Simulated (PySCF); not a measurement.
**Calculated NMR parameters of COC(=O)c1coc([SiH3])c1**

```yaml
Formula: C6H8O3Si
SMILES: COC(=O)c1coc([SiH3])c1
InChI: InChI=1S/C6H8O3Si/c1-8-6(7)4-2-5(10)9-3-4/h2-3H,1,10H3
Point_group_of_the_computed_structure: Cs
Degrees_of_unsaturation: 4
Carbon_signals: 6
Proton_signals: 4
```

Bonds (- single, = double, # triple, : aromatic): C1-O2, O2-C3, C3=O4, C3-C5, C5:C6, C6:O7, O7:C8, C8-Si9, C8:C10, C10:C5. C1 carries H11, H12, H13; C6 carries H14; Si9 carries H15, H16, H17; C10 carries H18.

Computed data (PySCF 2.14.0 with density-fitted response routines): shielding tensors at PBE0/pcSseg-1 (GIAO), coordinates at the GFN2-xTB level. Relativity neglected, a single conformation, fast rotation and ring inversion assumed for equivalent nuclei, isolated molecule.

Shifts are taken against calculated references (same method and geometry level): 1H (σref 31.72) and 13C (σref 186.93) and 29Si (σref 349.16) against TMS; 17O (σref 336.08) against H2O.

```tsv
carbon	δC, type	δH (multiplicity)	HMBC from (2–3 bonds)	span of the C tensor (ppm)
C1	53.6, CH3	4.06 (s)	–	74
C3	169.7, C	–	H14, H18, H11/H12/H13	153
C5	126.9, C	–	H14, H18	143
C6	161.4, CH	8.53 (m)	H18	162
C8	154.1, C	–	H14, H18, H15/H16/H17	140
C10	131.5, CH	7.39 (m)	H14, H15/H16/H17	194
```

Other nuclei:
```json
{"atoms": "H15/H16/H17", "nucleus": "1H", "environment": "hydrogen on a silicon bonded to C", "δ (ppm)": "4.45", "σ (ppm)": "27.26"}
{"atoms": "Si9", "nucleus": "29Si", "environment": "silicon bonded to C, 3 H", "δ (ppm)": "-86.2", "σ (ppm)": "435.4"}
{"atoms": "O4", "nucleus": "17O", "environment": "ester carbonyl oxygen", "δ (ppm)": "416.0", "σ (ppm)": "-79.9"}
{"atoms": "O7", "nucleus": "17O", "environment": "aromatic ring oxygen", "δ (ppm)": "325.8", "σ (ppm)": "10.3"}
{"atoms": "O2", "nucleus": "17O", "environment": "ester alkoxy oxygen", "δ (ppm)": "185.2", "σ (ppm)": "150.9"}
```

1. Carbon types of the structure: 3 × C, 2 × CH, 1 × CH3, leaving 3 H on heteroatoms.
2. δC 169.7: ester carbonyl carbon; it is a carbonyl in resonance with an O or N lone pair, the region of acids, esters and amides.
3. δC 154.1: substituted aromatic carbon next to the ring oxygen.
4. δC 131.5: aromatic CH; the aromatic region.
5. δC 126.9: substituted aromatic carbon.
6. δH 8.53: hydrogen on an aromatic CH next to the ring oxygen; ring current plus the deshielding of an ortho carbonyl group.

Shifts are as computed. Against solution values, carbons near 30 ppm lie about +3 ppm off and those near 130 ppm about +5 ppm. Of 1211 compounds with measured shifts, 218 miss one by over three times the rms of a fit or turn the order of signals round; such compounds aren't used in these exercises. Unscaled 17O shifts of doubly bonded oxygen tend to come out too high, by tens of ppm or more. Experimental scales use liquid or dissolved standards, which lie at an offset from isolated H2O (liquid H2O: subtract about 36 ppm). No couplings were computed; multiplicities are counted from neighbouring protons, with m where these are inequivalent, close in shift, in a saturated or five-membered ring or joined by F or P, and br s for small geminal =CH2 splittings.
